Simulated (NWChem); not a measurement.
All runs are NWChem calculations. System: silanone (H$_{2}$OSi), charge 0, spin multiplicity 1, at a geometry optimised with PBE0/def2-SVP. Level: TD-PBE/aug-cc-pVDZ.

Job file:

```
start mol
memory heap 200 mb stack 900 mb global 1100 mb
geometry units angstroms nocenter noautoz
  Si     0.000000     0.000000     0.440978
  O      0.000000     0.000000    -1.091069
  H     -1.235351     0.000000     1.277428
  H      1.235351     0.000000     1.277428
  symmetry group C2v
end
basis spherical
  * library aug-cc-pvdz
end
dft
  xc xpbe96 cpbe96
  semidirect memsize 60000000 filesize 0
  iterations 100
end
tddft
  rpa
  nroots 8
  notriplet
  thresh 1e-4
end
task tddft energy
```

Part of the output:

```
             Northwest Computational Chemistry Package (NWChem) 7.3.0
             --------------------------------------------------------

                                NWChem Input Module
                                -------------------

 Scaling coordinates for geometry "geometry" by  1.889725989
 (inverse scale =  0.529177249)

 Turning off AUTOSYM since
 SYMMETRY directive was detected!

                             Geometry "geometry" -> ""
                             -------------------------

 Output coordinates in angstroms (scale by  1.889725989 to convert to a.u.)

  No.       Tag          Charge          X              Y              Z
 ---- ---------------- ---------- -------------- -------------- --------------
    1 Si                  14.0000     0.00000000     0.00000000     0.44097800
    2 O                    8.0000     0.00000000     0.00000000    -1.09106900
    3 H                    1.0000    -1.23535100     0.00000000     1.27742800
    4 H                    1.0000     1.23535100     0.00000000     1.27742800

 Effective nuclear repulsion energy (a.u.)      52.0007935892

            Nuclear Dipole moment (a.u.)
            ----------------------------
        X                 Y               Z
 ---------------- ---------------- ----------------
     0.0000000000     0.0000000000    -0.0000075589

      Symmetry information
      --------------------

 Group name             C2v
 Group number             16
 Group order               4
 No. of unique centers     3

      Symmetry unique atoms

     1    2    3


 Summary of "ao basis" -> "" (spherical)
 ------------------------------------------------------------------------------
       Tag                 Description            Shells   Functions and Types
 ---------------- ------------------------------  ------  ---------------------
 *                        aug-cc-pvdz                 on all atoms

  pbe96 is a nonlocal functional; adding pw91lda local functional.

                                 NWChem DFT Module
                                 -----------------

 Summary of "ao basis" -> "ao basis" (spherical)
 ------------------------------------------------------------------------------
       Tag                 Description            Shells   Functions and Types
 ---------------- ------------------------------  ------  ---------------------
 Si                       aug-cc-pvdz               11       27   5s4p2d
 O                        aug-cc-pvdz                9       23   4s3p2d
 H                        aug-cc-pvdz                5        9   3s2p

 Summary of "ao basis" -> "ao basis" (spherical)
 ------------------------------------------------------------------------------
       Tag                 Description            Shells   Functions and Types
 ---------------- ------------------------------  ------  ---------------------
 Si                       aug-cc-pvdz               11       27   5s4p2d
 O                        aug-cc-pvdz                9       23   4s3p2d
 H                        aug-cc-pvdz                5        9   3s2p

      Symmetry analysis of basis
      --------------------------

        a1         31
        a2          6
        b1         18
        b2         13

            General Information
            -------------------
          SCF calculation type: DFT
          Wavefunction type:  closed shell.
          No. of atoms     :     4
          No. of electrons :    24
           Alpha electrons :    12
            Beta electrons :    12
          Charge           :     0
          Spin multiplicity:     1
          Use of symmetry is: off; symmetry adaption is: on
          Maximum number of iterations: 100
          AO basis - number of functions:    68
                     number of shells:    30
          Convergence on energy requested:  1.00D-06
          Convergence on density requested:  1.00D-05
          Convergence on gradient requested:  5.00D-04

              XC Information
              --------------
          PerdewBurkeErnzerhof Exchange Functional  1.000
            Perdew 1991 LDA Correlation Functional  1.000 local
           PerdewBurkeErnz. Correlation Functional  1.000 non-local

             Grid Information
             ----------------
          Grid used for XC integration:  medium
          Radial quadrature: Mura-Knowles
          Angular quadrature: Lebedev.
          Tag              B.-S. Rad. Rad. Pts. Rad. Cut. Ang. Pts.
          ---              ---------- --------- --------- ---------
          Si                  1.10       88          12.0       590
          O                   0.60       49          12.0       434
          H                   0.35       45          13.0       434
          Grid pruning is: on
          Number of quadrature shells:   227
          Spatial weights used:  Erf1

          Convergence Information
          -----------------------
          Convergence aids based upon iterative change in
          total energy or number of iterations.
          Levelshifting, if invoked, occurs when the
          HOMO/LUMO gap drops below (HL_TOL):  1.00D-02
          DIIS, if invoked, will attempt to extrapolate
          using up to (NFOCK): 10 stored Fock matrices.

                    Damping( 0%)  Levelshifting(0.5)       DIIS
                  --------------- ------------------- ---------------
          dE  on:    start            ASAP                start
          dE off:    2 iters        100 iters           100 iters

      Screening Tolerance Information
      -------------------------------
[...]
    7    1   11   14 b2       -0.291    -0.046     6.676
    8    1   12   16 b1       -0.248     0.007     6.922
--------------------------------------------------------

  Entering Davidson iterations
  Restricted singlet excited states

  Iter   NTrls   NConv    DeltaV     DeltaE      Time
  ----  ------  ------  ---------  ---------  ---------
    1      8       0     0.48E+00   0.10+100        7.7
    2     16       0     0.28E+00   0.17E-01        7.4
    3     32       0     0.13E+00   0.12E-01        7.1
    4     48       0     0.36E-01   0.85E-02        6.8
    5     64       1     0.10E-01   0.51E-03        7.4
    6     78       3     0.34E-02   0.42E-04        6.0
    7     88       6     0.12E-02   0.47E-05        7.5
    8     92       7     0.44E-03   0.59E-06        7.1
    9     94       7     0.13E-03   0.92E-07        5.5
   10     96       8     0.94E-04   0.84E-08        6.1
  ----  ------  ------  ---------  ---------  ---------
  Convergence criterion met

  Ground state a1       -365.671690213802 a.u.

  ----------------------------------------------------------------------------
  Root   1 singlet a2             0.134112392 a.u.                3.6494 eV
  ----------------------------------------------------------------------------
     Transition Moments    X  0.00000   Y -0.00000   Z -0.00000
     Transition Moments   XX  0.00000  XY  0.60629  XZ -0.00000
     Transition Moments   YY -0.00000  YZ -0.00000  ZZ  0.00000
     Dipole Oscillator Strength                    0.0000000000
     Electric Quadrupole                           0.0000000047
     Magnetic Dipole                               0.0000009435
     Total Oscillator Strength                     0.0000009482

          sigma_e =   1.7405 Angstrom
          sigma_h =   1.3130 Angstrom
         |d_h->e| =   1.1433 Angstrom
            d_exc =   2.4636 Angstrom
            d_CD1 =   1.5708 Angstrom
            d_CD2 =  -0.3835 Angstrom
            d_CD3 =   3.6069 Angstrom
     Pearson C.C. =  -0.0019

     Occ.   12  b1  ---  Virt.   13  b2   1.00006 X
  ----------------------------------------------------------------------------
  Root   2 singlet b2             0.207570308 a.u.                5.6483 eV
  ----------------------------------------------------------------------------
     Transition Moments    X -0.00000   Y -0.06802   Z -0.00000
     Transition Moments   XX -0.00000  XY  0.00000  XZ -0.00000
     Transition Moments   YY -0.00000  YZ -1.13210  ZZ  0.00000
     Dipole Oscillator Strength                    0.0006402265
     Electric Quadrupole                           0.0000000610
     Magnetic Dipole                               0.0000033325
     Total Oscillator Strength                     0.0006436200

          sigma_e =   1.7451 Angstrom
          sigma_h =   1.2538 Angstrom
         |d_h->e| =   1.3205 Angstrom
            d_exc =   2.5341 Angstrom
            d_CD1 =   1.8118 Angstrom
            d_CD2 =  -0.1790 Angstrom
            d_CD3 =   3.8545 Angstrom
     Pearson C.C. =  -0.0138

     Occ.   10  a1  ---  Virt.   13  b2  -0.99920 X
  ----------------------------------------------------------------------------
  Root   3 singlet b1             0.210801150 a.u.                5.7362 eV
  ----------------------------------------------------------------------------
     Transition Moments    X  0.60315   Y -0.00000   Z -0.00000
     Transition Moments   XX  0.00000  XY -0.00000  XZ  0.98995
     Transition Moments   YY  0.00000  YZ -0.00000  ZZ -0.00000
     Dipole Oscillator Strength                    0.0511255405
     Electric Quadrupole                           0.0000000489
     Magnetic Dipole                               0.0000001739
     Total Oscillator Strength                     0.0511257633

          sigma_e =   2.4590 Angstrom
          sigma_h =   1.2653 Angstrom
         |d_h->e| =   1.6207 Angstrom
            d_exc =   3.1969 Angstrom
            d_CD1 =   2.8143 Angstrom
            d_CD2 =  -0.2415 Angstrom
            d_CD3 =   4.8176 Angstrom
     Pearson C.C. =   0.0086

     Occ.    9  b1  ---  Virt.   14  a1  -0.05519 X
     Occ.    9  b1  ---  Virt.   16  a1  -0.05880 X
     Occ.   12  b1  ---  Virt.   14  a1  -0.99088 X
     Occ.   12  b1  ---  Virt.   16  a1   0.08989 X
  ----------------------------------------------------------------------------
  Root   4 singlet a1             0.213422997 a.u.                5.8075 eV
  ----------------------------------------------------------------------------
     Transition Moments    X  0.00000   Y -0.00000   Z  0.54135
     Transition Moments   XX -0.09739  XY -0.00000  XZ  0.00000
     Transition Moments   YY  1.31609  YZ  0.00000  ZZ -1.09088
     Dipole Oscillator Strength                    0.0416967970
     Electric Quadrupole                           0.0000000757
     Magnetic Dipole                               0.0000000000
     Total Oscillator Strength                     0.0416968727

          sigma_e =   1.9077 Angstrom
          sigma_h =   1.1269 Angstrom
         |d_h->e| =   1.3876 Angstrom
            d_exc =   2.6126 Angstrom
            d_CD1 =   2.1684 Angstrom
            d_CD2 =  -0.1297 Angstrom
            d_CD3 =   4.0002 Angstrom
     Pearson C.C. =   0.0022

     Occ.   10  a1  ---  Virt.   14  a1   0.26691 X
     Occ.   10  a1  ---  Virt.   20  a1   0.06707 X
     Occ.   11  b2  ---  Virt.   13  b2  -0.94177 X
     Occ.   11  b2  ---  Virt.   13  b2   0.10083 Y
     Occ.   11  b2  ---  Virt.   25  b2  -0.08568 X
     Occ.   12  b1  ---  Virt.   19  b1   0.15266 X
     Occ.   12  b1  ---  Virt.   23  b1  -0.10711 X
  ----------------------------------------------------------------------------
  Root   5 singlet b1             0.233532934 a.u.                6.3548 eV
  ----------------------------------------------------------------------------
     Transition Moments    X  0.08739   Y  0.00000   Z -0.00000
     Transition Moments   XX  0.00000  XY -0.00000  XZ  1.88747
     Transition Moments   YY  0.00000  YZ  0.00000  ZZ -0.00000
     Dipole Oscillator Strength                    0.0011889859
     Electric Quadrupole                           0.0000002416
     Magnetic Dipole                               0.0000016061
     Total Oscillator Strength                     0.0011908336

          sigma_e =   3.3114 Angstrom
          sigma_h =   1.3184 Angstrom
         |d_h->e| =   1.1807 Angstrom
            d_exc =   3.7590 Angstrom
            d_CD1 =   3.1738 Angstrom
            d_CD2 =  -1.1342 Angstrom
            d_CD3 =   4.9397 Angstrom
     Pearson C.C. =  -0.0037

     Occ.   12  b1  ---  Virt.   15  a1  -0.99873 X
  ----------------------------------------------------------------------------
  Root   6 singlet a2             0.245392629 a.u.                6.6775 eV
  ----------------------------------------------------------------------------
     Transition Moments    X  0.00000   Y  0.00000   Z -0.00000
     Transition Moments   XX -0.00000  XY  1.38712  XZ  0.00000
     Transition Moments   YY -0.00000  YZ -0.00000  ZZ  0.00000
     Dipole Oscillator Strength                    0.0000000000
     Electric Quadrupole                           0.0000001514
     Magnetic Dipole                               0.0000021065
     Total Oscillator Strength                     0.0000022580

          sigma_e =   1.7516 Angstrom
          sigma_h =   1.5158 Angstrom
         |d_h->e| =   0.2872 Angstrom
            d_exc =   2.3615 Angstrom
            d_CD1 =   0.5231 Angstrom
            d_CD2 =  -1.3465 Angstrom
            d_CD3 =   2.6488 Angstrom
     Pearson C.C. =  -0.0242

     Occ.    9  b1  ---  Virt.   13  b2  -0.99898 X
  ----------------------------------------------------------------------------
  Root   7 singlet b2             0.255042009 a.u.                6.9400 eV
  ----------------------------------------------------------------------------
     Transition Moments    X  0.00000   Y -0.48874   Z  0.00000
     Transition Moments   XX  0.00000  XY  0.00000  XZ  0.00000
     Transition Moments   YY  0.00000  YZ  0.84036  ZZ -0.00000
     Dipole Oscillator Strength                    0.0406148415
     Electric Quadrupole                           0.0000000624
     Magnetic Dipole                               0.0000000216
     Total Oscillator Strength                     0.0406149255

          sigma_e =   2.4525 Angstrom
          sigma_h =   1.1391 Angstrom
         |d_h->e| =   1.7851 Angstrom
            d_exc =   3.2478 Angstrom
            d_CD1 =   3.0985 Angstrom
            d_CD2 =  -0.0107 Angstrom
            d_CD3 =   5.0329 Angstrom
     Pearson C.C. =  -0.0089

     Occ.    8  a1  ---  Virt.   13  b2  -0.10210 X
     Occ.   11  b2  ---  Virt.   14  a1   0.98500 X
     Occ.   11  b2  ---  Virt.   15  a1   0.10133 X
     Occ.   11  b2  ---  Virt.   16  a1  -0.07121 X
  ----------------------------------------------------------------------------
  Root   8 singlet b1             0.256392048 a.u.                6.9768 eV
  ----------------------------------------------------------------------------
     Transition Moments    X  0.02314   Y  0.00000   Z  0.00000
     Transition Moments   XX  0.00000  XY  0.00000  XZ  0.13769
     Transition Moments   YY  0.00000  YZ -0.00000  ZZ -0.00000
     Dipole Oscillator Strength                    0.0000915311
     Electric Quadrupole                           0.0000000017
     Magnetic Dipole                               0.0000012777
     Total Oscillator Strength                     0.0000928105

          sigma_e =   2.6303 Angstrom
          sigma_h =   1.2486 Angstrom
         |d_h->e| =   2.4150 Angstrom
            d_exc =   3.7622 Angstrom
            d_CD1 =   3.7967 Angstrom
            d_CD2 =   0.4756 Angstrom
            d_CD3 =   6.1772 Angstrom
     Pearson C.C. =   0.0237

     Occ.    9  b1  ---  Virt.   14  a1  -0.09074 X
     Occ.    9  b1  ---  Virt.   16  a1  -0.05479 X
     Occ.   12  b1  ---  Virt.   14  a1  -0.07909 X
     Occ.   12  b1  ---  Virt.   16  a1  -0.98962 X

              Target root =      1
          Target symmetry = none
      Ground state energy =   -365.671690213802
        Excitation energy =      0.134112391803
     Excited state energy =   -365.537577821999

  stored tddft:energy   -365.53757782199926

 Task  times  cpu:       75.4s     wall:       75.4s

 Total times  cpu:       75.5s     wall:       75.5s
```
